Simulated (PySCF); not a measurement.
C2H5BF2O. Atoms are numbered in the order given.

```xyz
11

O     -2.3505     0.0535     0.1746
C     -1.1093     0.0537    -0.4983
B      0.1662     0.0310     0.4020
F      0.0316     0.1899     1.7245
C      1.6229    -0.1180    -0.1674
F      1.6150    -0.2560    -1.5500
H     -2.2327     0.5328     1.0048
H     -0.9946     0.9194    -1.1970
H     -1.0712    -0.8182    -1.1796
H      2.2431     0.7592     0.1060
H      2.1277    -0.9962     0.2830
```

Geometry optimised at r2SCAN-D4/def2-SVP. This is a generated structure with no PubChem entry under its InChIKey; it may be hypothetical. One conformer was computed; it need not be the lowest.

All values below come from PBE/pcSseg-1 (PySCF).

GIAO shieldings, no solvent; atoms alike by connectivity are averaged. δ = σ(ref) − σ: ¹⁷O against H2O (σ = 334.3 ppm); ¹³C against TMS (σ = 182.0 ppm); ¹¹B against BF3 (σ = 83.9 ppm); ¹⁹F against CFCl3 (σ = 133.6 ppm); ¹H against TMS (σ = 31.49 ppm), references at their B3LYP-D3(BJ)/def2-TZVP geometries, non-relativistic.

Computed chemical shifts:
| nucleus | atoms | count | δ (ppm) |
|---|---|---|---|
| ¹⁷O | O1 | 1 | -7.0 |
| ¹³C | C5 | 1 | 84.9 |
| ¹³C | C2 | 1 | 63.3 |
| ¹¹B | B3 | 1 | 51.6 |
| ¹⁹F | F4 | 1 | -56.9 |
| ¹⁹F | F6 | 1 | -328.1 |
| ¹H | H10, H11 | 2 | 4.95 |
| ¹H | H8, H9 | 2 | 4.67 |
| ¹H | H7 | 1 | 0.45 |
